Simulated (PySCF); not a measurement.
## Fractional electron number in Cu⁺ (copper, charge +1)

The 3d beta orbital of [Ar] 3d10 is emptied in steps (occupation f), with all orbitals relaxed, ending at [Ar] 3d9. All numbers are calculated (PySCF 2.14, the non-relativistic Hamiltonian (point nucleus), in aug-pcseg-2 (7s5p4d3f2g, 81 functions)). The exact energy is a straight line in f; departures are measured from the line between the end points of the same method.

Question: Among PBE0, r2SCAN, LC-wPBE, which shows the largest delocalisation error (convex curve), and which is closest to linear?

Answer: Most convex: r2SCAN (-1.732 eV at f = 0.5); closest to linear: LC-wPBE (-0.571 eV).

```json
{"f": "1", "PBE0 (eV)": "0.000", "r2SCAN (eV)": "0.000", "LC-wPBE (eV)": "0.000"}
{"f": "0.9", "PBE0 (eV)": "-0.401", "r2SCAN (eV)": "-0.612", "LC-wPBE (eV)": "-0.192"}
{"f": "0.7", "PBE0 (eV)": "-0.951", "r2SCAN (eV)": "-1.442", "LC-wPBE (eV)": "-0.464"}
{"f": "0.5", "PBE0 (eV)": "-1.149", "r2SCAN (eV)": "-1.732", "LC-wPBE (eV)": "-0.571"}
{"f": "0.3", "PBE0 (eV)": "-0.978", "r2SCAN (eV)": "-1.466", "LC-wPBE (eV)": "-0.495"}
{"f": "0.1", "PBE0 (eV)": "-0.424", "r2SCAN (eV)": "-0.632", "LC-wPBE (eV)": "-0.218"}
{"f": "0", "PBE0 (eV)": "0.000", "r2SCAN (eV)": "0.000", "LC-wPBE (eV)": "0.000"}
```

| method | E(f=0) − E(f=1) (eV) | −ε at f=1 (eV) | −ε at f=0.5 (eV) |
| --- | --- | --- | --- |
| PBE0 | 20.385 | 15.969 | 20.306 |
| r2SCAN | 20.504 | 13.748 | 20.434 |
| LC-wPBE | 20.807 | 18.720 | 20.712 |

Reference removal energy between the ground levels: 20.292 eV (measured; NIST Atomic Spectra Database, ionization energies). The calculation has no spin-orbit coupling.
